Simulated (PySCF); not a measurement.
IRb, triplet, at the geometry of the source list (a higher spin typed on purpose: for a closed-shell molecule this is an excited state) (core potentials on I, Rb), with bond 1-2 at 1.25 times its length; PySCF with HF/def2-SVP.

Here is a job for PySCF.
```python
from pyscf import gto, scf

mol = gto.Mole()
mol.atom = '''
    Rb   -1.634400   -1.161000   -1.392450
    I     1.089600    0.774000    0.928300
'''
mol.basis = 'def2-svp'
mol.ecp = {'I': 'def2-svp', 'Rb': 'def2-svp'}
mol.charge = 0
mol.spin = 2
mol.verbose = 4
mol.build()

mf = scf.UHF(mol)
mf.kernel()
mo_i, mo_e, stable_i, stable_e = mf.stability(internal=True, external=True, return_status=True, nroots=6, tol=1e-6)
print('internally stable:', stable_i, ' externally stable:', stable_e)
if not stable_i:
    umf = mf.copy()
    umf.scf_summary = {}
    umf.kernel(umf.make_rdm1(mo_i, mf.mo_occ))
```

What the program printed (banner, timings and long lists left out):

```
PySCF version 2.14.0

[INPUT] verbose = 4
[INPUT] num. atoms = 2
[INPUT] num. electrons = 34
[INPUT] charge = 0
[INPUT] spin (= nelec alpha-beta = 2S) = 2
[INPUT] symmetry False subgroup None
[INPUT] Mole.unit = angstrom
[INPUT] Symbol           X                Y                Z      unit          X                Y                Z       unit  Magmom
[INPUT]  1 Rb    -1.634400000000  -1.161000000000  -1.392450000000 AA   -3.088568377989  -2.193972030620  -2.631349142151 Bohr   0.0
[INPUT]  2 I      1.089600000000   0.774000000000   0.928300000000 AA    2.059045585326   1.462648020413   1.754232761434 Bohr   0.0

nuclear repulsion = 29.2671853362546
number of shells = 20
number of NR pGTOs = 96
number of NR cGTOs = 50
basis = def2-svp
ecp = {'I': 'def2-svp', 'Rb': 'def2-svp'}

******** <class 'pyscf.scf.uhf.UHF'> ********
method = UHF
initial guess = minao
damping factor = 0
level_shift factor = 0
DIIS = <class 'pyscf.scf.diis.CDIIS'>
diis_start_cycle = 1
diis_space = 8
diis_damp = 0
SCF conv_tol = 1e-09
SCF conv_tol_grad = None
SCF max_cycles = 50
direct_scf = True
direct_scf_tol = 1e-13
number electrons alpha = 18  beta = 16
Set gradient conv threshold to 3.16228e-05
init E= -285.344362010495

cycle= 1 E= -318.627163399126  delta_E= -33.3  |g|=  1.6  |ddm|= 5.99

cycle= 2 E= -315.069258714271  delta_E= 3.56  |g|= 1.31  |ddm|= 5.68

cycle= 3 E= -319.31353425489  delta_E= -4.24  |g|= 0.72  |ddm|= 4.85

cycle= 4 E= -320.39492078578  delta_E= -1.08  |g|= 0.189  |ddm|= 2.41
cycle= 5 E= -320.435603637297  delta_E= -0.0407  |g|= 0.0488  |ddm|= 0.595
cycle= 6 E= -320.444325422797  delta_E= -0.00872  |g|= 0.0209  |ddm|= 0.303
cycle= 7 E= -320.447805041795  delta_E= -0.00348  |g|= 0.0112  |ddm|= 0.228
cycle= 8 E= -320.44900375579  delta_E= -0.0012  |g|= 0.00488  |ddm|= 0.16
cycle= 9 E= -320.449230587896  delta_E= -0.000227  |g|= 0.00212  |ddm|= 0.0764
cycle= 10 E= -320.449262855133  delta_E= -3.23e-05  |g|= 0.000584  |ddm|= 0.025
cycle= 11 E= -320.449265241052  delta_E= -2.39e-06  |g|= 0.00011  |ddm|= 0.00708
cycle= 12 E= -320.44926530895  delta_E= -6.79e-08  |g|= 3.18e-05  |ddm|= 0.00136
cycle= 13 E= -320.44926531732  delta_E= -8.37e-09  |g|= 5.52e-06  |ddm|= 0.000541
cycle= 14 E= -320.449265317402  delta_E= -8.23e-11  |g|= 1.45e-06  |ddm|= 6.3e-05
Extra cycle  E= -320.44926531741  delta_E= -7.22e-12  |g|= 7.14e-07  |ddm|= 1.42e-05
converged SCF energy = -320.44926531741  <S^2> = 2.0061053  2S+1 = 3.0040674
uhf_internal: lowest eigs of H = [3.18202993e-08 9.21658402e-03 8.06299023e-02 8.34299587e-02
 1.02366463e-01 1.66245791e-01]
<class 'pyscf.scf.uhf.UHF'> wavefunction is stable in the internal stability analysis
uhf_real2complex: lowest eigs of H = [0.00893066 0.01404571 0.0455428  0.04720964 0.05508069 0.08340424]
<class 'pyscf.scf.uhf.UHF'> wavefunction is stable in the real -> complex stability analysis
uhf_external: lowest eigs of H = [-5.45535950e-02 -3.35920681e-03  3.44174210e-10  6.22518954e-04
  6.77459148e-03  4.72542579e-02]
<class 'pyscf.scf.uhf.UHF'> wavefunction has an UHF/UKS -> GHF/GKS instability
internally stable: True  externally stable: False
```
